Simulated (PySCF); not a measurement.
The vertical singlet excitations below were computed for one of the candidates. Method: TDDFT CAM-B3LYP/def2-SVPD, vertical, gas phase, core orbitals frozen in the response (PySCF). Geometries: GFN2-xTB, one conformer each.

| state | ν̃ (cm⁻¹) | f | main configurations (H = HOMO, L = LUMO) |
| --- | --- | --- | --- |
| S1 | 20240 | 0.0001 | H→L (98%) |
| S2 | 45440 | 0.239 | H-1→L (88%) |
| S3 | 46100 | 0.0087 | H-4→L (79%) |
| S4 | 48620 | 0.0032 | H-5→L (52%), H-3→L (24%), H-2→L (19%) |
| S5 | 50130 | 0.072 | H→L+1 (73%), H→L+2 (14%) |
| S6 | 52590 | 0.0063 | H-2→L (56%), H-3→L (35%) |
| S7 | 54380 | 0.013 | H→L+3 (59%), H→L+5 (22%), H→L+6 (10%) |
| S8 | 55320 | 0.021 | H-5→L (37%), H-3→L (25%), H-4→L (13%) |

Problem. Which structure fits?
A. `S[SiH2]c1ccccc1`
B. `C[C@@]1(CCl)CCC1=S`
C. `C=CC(=O)CS(=O)(=O)O`

Solution. B. Its S1, at 2.51 eV, is the lowest among the candidates; the nearest of the others has S1 at 4.04 eV. S1 is HOMO→LUMO (98%). S1 has the pattern of n→π* at C=S. At the same level the other candidates give, for their lowest levels:
- `S[SiH2]c1ccccc1`: 5.44 eV (f 0.003); 6.04 eV (f 0.086); 6.12 eV (f 0.012); 6.33 eV (f 0.004); 6.56 eV (f 0.012); T1 4.11 eV; HOMO -8.61, LUMO 0.24 eV
- `C=CC(=O)CS(=O)(=O)O`: 4.04 eV (f 0.003); 6.06 eV (f 0.045); 6.06 eV (f 0.302); 6.18 eV (f 0.062); 6.72 eV (f 0.028); T1 3.55 eV; HOMO -10.13, LUMO -1.73 eV

The values belong to the conformer `[CH3:1][C@@:2]1([CH2:3][Cl:4])[CH2:5][CH2:6][C:7]1=[S:8]`: C1–C2–C3–Cl4 66°.
Triplets come from the Tamm–Dancoff approximation.
